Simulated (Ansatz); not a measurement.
Isolated molecules relaxed with PBE0-D4/def2-TZVP in Ansatz; ΔE leaves out vibrations. CCSD(T)/CBS is the MP2 limit (def2-TZVPP, def2-QZVPP) plus CCSD(T) − MP2 in def2-TZVPP, frozen cores. Functionals use def2-TZVPP. B3LYP here is the variant with VWN-RPA as its local correlation; programs differ in this. Each species was taken in one conformer, which may not be the lowest.

Consider the redistribution: `BBCC` + `N=C(O)[SiH2][SiH3]` → `BBC(=N)O` + `CC[SiH2][SiH3]`.

```csv
level,ΔE (kJ/mol),difference from CCSD(T)/CBS
PBE-D4,9.5,-0.8
r2SCAN-D4,9.8,-0.5
PBE0-D4,9.3,-1.0
B3LYP-D4,8.7,-1.6
ωB97X-V,10.3,0.0
ωB97M-V,11.0,0.7
B2PLYP,9.4,-0.9
PBE,10.5,0.2
r2SCAN,10.0,-0.3
PBE0,10.1,-0.2
B3LYP,10.1,-0.2
HF/def2-TZVPP,7.0,-3.3
MP2/def2-TZVPP,8.5,-1.8
SCS-MP2/def2-TZVPP,8.3,-2.0
CCSD/def2-TZVPP,8.3,-2.0
CCSD(T)/def2-TZVPP,8.6,-1.7
HF/def2-QZVPP,7.6,-2.7
MP2/def2-QZVPP,9.7,-0.6
SCS-MP2/def2-QZVPP,9.5,-0.8
HF/CBS(def2),7.6,-2.7
MP2/CBS(def2),10.2,-0.1
CCSD/CBS(def2),10.0,-0.3
CCSD(T)/CBS,10.3,0
```

Largest T1 diagnostic among the species: 0.015.
